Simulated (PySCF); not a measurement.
C4H7BO.
Numbering: `[CH:1]#[C:2][BH:3][O:4][CH2:5][CH3:6]` (hydrogens: H7 on C1; H8 on B3; H9, H10 on C5; H11, H12, H13 on C6)

Geometry (GFN2-xTB, Å), atoms numbered from 1 in this order:
```
atom  x, y, z in Å
C1     2.673   -0.661   -0.050
C2     1.891    0.239   -0.216
B3     0.875    1.363   -0.421
O4    -0.377    1.318    0.024
C5    -0.944    0.221    0.705
C6    -1.583   -0.753   -0.278
H7     3.373   -1.435    0.086
H8     1.178    2.345   -0.990
H9    -0.178   -0.298    1.295
H10   -1.703    0.628    1.382
H11   -2.059   -1.567    0.262
H12   -0.821   -1.162   -0.938
H13   -2.329   -0.241   -0.880
```

The closed-shell ground state was solved at several levels (PySCF, density fitting, gas phase, non-relativistic).

| level | basis functions | total energy (Eh) | HOMO (eV) | LUMO (eV) | gap (eV) | dipole (D) |
| --- | --- | --- | --- | --- | --- | --- |
| B3LYP/pcJ-1 | 232 | -256.7147 | -7.96 | -1.33 | 6.63 | 2.22 |
| PBE0/pcSseg-1 | 137 | -256.3468 | -8.22 | -1.13 | 7.09 | 2.24 |

Question: Estimate the row for CAM-B3LYP/def2-SVPD, a basis of 179 functions; the other rows only guide the guess.

Answer: Total energy -256.3775 Eh, HOMO -9.63 eV, LUMO -0.07 eV, gap 9.56 eV, dipole 2.14 D.

Question: Over all these levels, which gives the widest orbital gap and which the narrowest?

Answer: CAM-B3LYP/def2-SVPD (range-separated hybrid) has the widest, 9.56 eV, and B3LYP/pcJ-1 (global hybrid, 20 % exact exchange) the narrowest, 6.63 eV. Functional and basis both differ between the two, so the spread mixes both effects.

Question: How far do the dipole and the HOMO energy spread over the levels?

Answer: The dipole runs from 2.14 to 2.24 D (mean 2.20 D) and the HOMO from -9.63 to -7.96 eV.

One conformer stands for the species.
